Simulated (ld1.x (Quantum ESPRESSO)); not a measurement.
# Before and after: TM semilocal potential for Nd (Z = 60)

* Element: neodymium
* Generator: ld1.x (Quantum ESPRESSO) 7.5
* Type: norm-conserving Troullier–Martins (semilocal form)
* Functional: revPBE
* Relativity: scalar-relativistic
* Frozen core: [Kr] 4d10 5s2
* Valence charge: 12
* Reference configuration: 4f4 5p6 5d0 6s2 6p0
* Partial waves: 5p (bound): rc 2.05 bohr; 5d (bound, empty): rc 3.65 bohr; 4f (bound): rc 0.75 bohr; 6s (bound): rc 2.80 bohr
* Local potential: the s channel
* Core correction: Bessel-smoothed model core inside 0.40 bohr

All-electron outer shells of the reference configuration (revPBE, scalar-relativistic, ld1.x):

| shell | level (eV) | outermost node (bohr) | outermost maximum (bohr) |
| --- | --- | --- | --- |
| 4d | -116.68 | 0.29 | 0.62 |
| 5s | -40.46 | 0.72 | 1.32 |
| 5p | -22.09 | 0.77 | 1.50 |
| 6s | -3.46 | 1.77 | 3.83 |
| 5d | -1.87 | 0.88 | 2.21 |
| 4f | -1.73 | – | 0.67 |
| 6p | -1.23 | 2.14 | 5.04 |

Change: wave 5p (bound): rc 2.05 bohr becomes 5p (bound): rc 3.10 bohr.

Cutoffs: the cutoffs (Ry, on a coarse ladder) from which the occupation-weighted sum of valence levels, in a spherical-Bessel basis at the reference potential, stays within 10 and 1 mRy of its value at 400 Ry; they do not see the model core or the augmentation charge, which bear on the density cutoff. Errors are all-electron minus pseudo energies relative to the spin-unpolarised reference configuration.

Question: What does the change do?

Answer: Of the 7 tests that both files solve, the error grows in 0 and shrinks in 3 by more than 15 % and 0.3 meV (median size 85.1 → 20.1 meV); neither file shows a bound ghost at the reference potential, the only one tested. That the errors move this way runs against the usual rule that smaller radii transfer better. A semilocal file is local in each channel, so a ghost entry of none says nothing of the separable form that plane-wave codes build from it.

| quantity | base | changed |
| --- | --- | --- |
| bound ghosts | none | none |
| error for 4f4 5p6 5d0 6s1 6p0, meV [ΔE 5.72 eV] | +2.6 | +2.7 |
| error for 4f4 5p6 5d0 6s0 6p0, meV [ΔE 16.39 eV] | -13 | -13 |
| error for 4f3 5p6 5d0 6s0 6p0, meV [ΔE 38.78 eV] | -146 | +48 |
| error for 4f4 5p5 5d0 6s2 6p0, meV [ΔE 26.82 eV] | +85 | +82 |
| error for 4f3 5p6 5d1 6s1 6p0, meV [ΔE 8.05 eV] | -122 | -20 |
| error for 4f3 5p6 5d1 6s2 6p0, meV [ΔE 1.86 eV] | -168 | -67 |
| error for 4f4 5p6 5d1 6s0 6p0, meV [ΔE 6.76 eV] | -15 | -14 |
| s: phases at 3.95 bohr within 0.05 rad from the reference energy up to (Ry; the scan ends near 5) | n/a | n/a |
| p: phases at 3.95 bohr within 0.05 rad from the reference energy up to (Ry; the scan ends near 5) | 0.1 | -0.2 |
| d: phases at 3.95 bohr within 0.05 rad from the reference energy up to (Ry; the scan ends near 5) | 1.0 | 1.0 |
| f: phases at 3.95 bohr within 0.05 rad from the reference energy up to (Ry; the scan ends near 5) | to the end of the scan | to the end of the scan |

Base: These tests converged, but a pseudo level misses the all-electron one widely, so the file describes the atom poorly there or has found another state: 4f4 5p6 5d0 6s0 6p0: empty 6p by 6.8 eV. Changed file: These tests converged, but a pseudo level misses the all-electron one widely, so the file describes the atom poorly there or has found another state: 4f4 5p6 5d0 6s0 6p0: empty 6p by 6.8 eV; 4f3 5p6 5d0 6s0 6p0: empty 6p by 11.2 eV; 4f4 5p5 5d0 6s2 6p0: empty 6p by 4.3 eV; 4f3 5p6 5d1 6s1 6p0: empty 6p by 3.5 eV.
